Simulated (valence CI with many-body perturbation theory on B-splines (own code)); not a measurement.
Nb26+: one-electron terms

Calculated by relativistic CI+MBPT: five valence electrons over a frozen Dirac-Fock core [Ne], radial functions for each j: 11 s, 11 p, 10 d, 8 f, 5 g, 2 h, with the one-electron correlation potential Σ1 (screened to all orders), the two-electron term Σ2, the three-electron term Σ3, Breit, model QED; selected single and double excitations, second order for the rest, scaled by the run's own slope (own B-spline code, finite nucleus).

The last digits are not significant, and no measured levels were compared; by estimate large intervals hold to a few tenths of a per cent, small ones and those within an open d or f shell to about a per cent. Among the levels kept, up to 3700 cm⁻¹ of a level comes from second order outside the variational space, and about a tenth of that is noise between levels of different J, which matters for small intervals.

These are the spectroscopic orbitals of the CI (the correlating ones are not listed), shaped by the core and the other valence electrons. h is the expectation value of the core's Dirac-Fock operator, without the valence repulsion; Σ1 is computed up to l = 3 at one energy for each symmetry, that of its lowest orbital but kept below the first core excitation, so for empty shells it is not the orbital's own correlation shift; Breit and QED include the response of the core, and the two lowest orbitals of each symmetry also the frequency dependence of Breit exchange, which makes a step in that column.

```
Orbital  h (hartree)  Σ1 (cm⁻¹)  Breit (cm⁻¹)  QED (cm⁻¹)  ⟨r⟩ (bohr)
  3s1/2      -61.862      -5927          5261        3784      0.3900
  4s1/2      -33.343      -1882          1961        1444      0.7377
  5s1/2      -20.805       -838           918         685       1.201
  6s1/2      -14.214       -451           507         381       1.773
  7s1/2      -10.323       -272           310         233       2.456
  8s1/2      -7.8362       -177           203         153       3.250
  3p1/2      -59.343      -7330          8596        -177      0.3759
  4p1/2       -32.29      -2309          3240       -64.3      0.7342
  5p1/2      -20.277      -1041          1553       -30.4       1.206
  6p1/2      -13.912       -565           867       -16.8       1.787
  7p1/2      -10.135       -342           533       -10.3       2.479
  8p1/2      -7.7113       -223           351        -6.8       3.282
  3p3/2      -58.449      -6974          5312         183      0.3825
  4p3/2      -31.931      -2228          1975        71.9      0.7432
  5p3/2      -20.098      -1011           973        35.1       1.217
  6p3/2       -13.81       -550           542        19.8       1.801
  7p3/2      -10.072       -334           333        12.3       2.495
  8p3/2      -7.6693       -218           219         8.1       3.300
  3d3/2      -55.146      -8333          3708        -156      0.3371
  4d3/2       -30.65      -2229          1303       -53.5      0.7140
  5d3/2      -19.471       -981           620       -25.4       1.200
  6d3/2      -13.456       -528           345       -14.1       1.795
  7d3/2      -9.8519       -319           212        -8.7       2.502
  3d5/2      -54.957      -8036          1683       -46.0      0.3390
  4d5/2      -30.568      -2146           588       -11.0      0.7164
  5d5/2       -19.43       -945           283        -4.3       1.203
  6d5/2      -13.432       -509           158        -2.1       1.799
  7d5/2      -9.8366       -307          97.0        -1.2       2.506
  4f5/2      -29.877      -1633          88.6       -14.1      0.6390
  5f5/2      -19.081       -812          61.6        -7.9       1.135
  6f5/2      -13.233       -462          39.6        -4.7       1.740
  7f5/2      -9.7126       -288          26.5        -3.0       2.456
  4f7/2      -29.845      -1609          14.8         2.7      0.6401
  5f7/2      -19.064       -799          10.3         0.6       1.136
  6f7/2      -13.224       -454           6.4         0.1       1.741
  7f7/2      -9.7066       -283           4.3         0.0       2.457
  5g7/2      -18.951                      1.3        -2.6       1.011
  6g7/2      -13.163                      1.4        -1.6       1.619
  7g7/2      -9.6696                      1.1        -1.0       2.338
  5g9/2      -18.942                      0.0         1.9       1.011
  6g9/2      -13.158                      0.0         1.1       1.619
  7g9/2      -9.6662                      0.0         0.7       2.339
  6h9/2      -13.135                                            1.442
 6h11/2      -13.132                                            1.443
```

Among the shells of the start configuration 3s2 3p3, Σ1 is largest in size for 3p1/2, where it is 0.056 % of h.

Lowest root of each symmetry, sizes in configuration state functions:

| J | Parity | Roots | Reference | Variational | Second order | Change by selected CI (cm⁻¹) | Change by second order (cm⁻¹) |
| --- | --- | --- | --- | --- | --- | --- | --- |
| 1/2 | even | 11 | 87 | 31886 | 716630 | -12183 | -343 |
| 3/2 | even | 16 | 138 | 31810 | 1593383 | -11582 | -987 |
| 5/2 | even | 13 | 149 | 31735 | 1949916 | -10546 | -1036 |
| 7/2 | even | 9 | 118 | 31985 | 1824871 | -15098 | -1410 |
| 9/2 | even | 5 | 80 | 31948 | 1326615 | -16148 | -1261 |
| 11/2 | even | 1 | 37 | 32834 | 759946 | -10755 | -757 |
| 13/2 | even | 1 | 15 | 32911 | 578652 | -11975 | -449 |
| 1/2 | odd | 23 | 94 | 31992 | 1065566 | -14719 | -910 |
| 3/2 | odd | 34 | 153 | 31968 | 2464718 | -12499 | -1155 |
| 5/2 | odd | 32 | 158 | 31801 | 2351059 | -13405 | -2027 |
| 7/2 | odd | 24 | 131 | 31740 | 2427555 | -9365 | -1421 |
| 9/2 | odd | 12 | 83 | 31951 | 2308538 | -9482 | -1104 |
| 11/2 | odd | 4 | 43 | 31932 | 1809400 | -16385 | -1477 |
